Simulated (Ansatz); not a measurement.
`F[Si](Cl)(Cl)[SiH2]Cl` + `C#[C][SnH2][CH3]` → `[CH3][SnH2][SiH2]Cl` + `C#C[Si](F)(Cl)Cl`  (redistribution)

Gas-phase electronic energies from Ansatz, PBE0-D4/def2-TZVP geometries. CCSD(T)/CBS adds triple-zeta CCSD(T) − MP2 to the extrapolated MP2 energy (def2 sets, frozen cores). DFT in def2-TZVPP. Elements past krypton have def2 core potentials. For Sn outer-core shells are correlated without core-valence functions, which leaves a few kJ/mol of doubt a bond. Each species was taken in one conformer, which may not be the lowest.

`F[Si](Cl)(Cl)[SiH2]Cl`:

Z-matrix (Å, degrees):
```
Si
Cl 1 2.032
Cl 1 2.037 2 109.5
F 1 1.586 2 107.6 3 116.6
Si 1 2.335 2 111.3 3 -121.3
Cl 5 2.051 1 108.5 2 -57.2
H 5 1.482 1 110.2 2 -176.8
H 5 1.482 1 109.0 2 61.7
```

`C#[C][SnH2][CH3]`:

```xyz
10

C     2.727   -0.585   -0.371
C     1.532   -0.491   -0.514
Sn   -0.538   -0.308   -0.726
C    -1.279    0.710    0.995
H     3.782   -0.671   -0.248
H    -0.831    0.571   -2.158
H    -1.181   -1.883   -0.857
H    -1.038    0.136    1.889
H    -2.361    0.828    0.925
H    -0.814    1.693    1.065
```

`[CH3][SnH2][SiH2]Cl`:

```xyz
11

C    -1.850   -0.448    0.200
Sn   -0.128   -0.034   -1.003
Si    1.898    0.337    0.530
Cl    1.331    1.635    2.041
H    -2.736   -0.515   -0.432
H    -1.716   -1.391    0.729
H    -1.986    0.353    0.926
H    -0.396    1.372   -1.939
H     0.174   -1.338   -2.070
H     2.349   -0.919    1.182
H     3.059    0.948   -0.165
```

`C#C[Si](F)(Cl)Cl`:

Cartesian coordinates in Å:
```
C -1.057 1.541 0.747
C -0.441 0.626 0.264
Si 0.489 -0.745 -0.434
F 0.145 -0.886 -1.968
Cl -0.008 -2.476 0.482
Cl 2.474 -0.413 -0.265
H -1.603 2.352 1.173
```

Q: Is it downhill or uphill in electronic energy at CCSD(T)/CBS, and by how much? (Estimate.)

A: Computed: Downhill: ΔE = -47.6 kJ/mol.

Q: What do these levels give: r2SCAN-D4, ωB97M-V, PBE, r2SCAN, PBE0, MP2/def2-QZVPP? (An estimate is asked.)

A: Computed: r2SCAN-D4 -51.2, ωB97M-V -49.1, PBE -46.9, r2SCAN -51.3, PBE0 -48.3, MP2/def2-QZVPP -51.2 kJ/mol.

Largest T1 diagnostic among the species: 0.013.
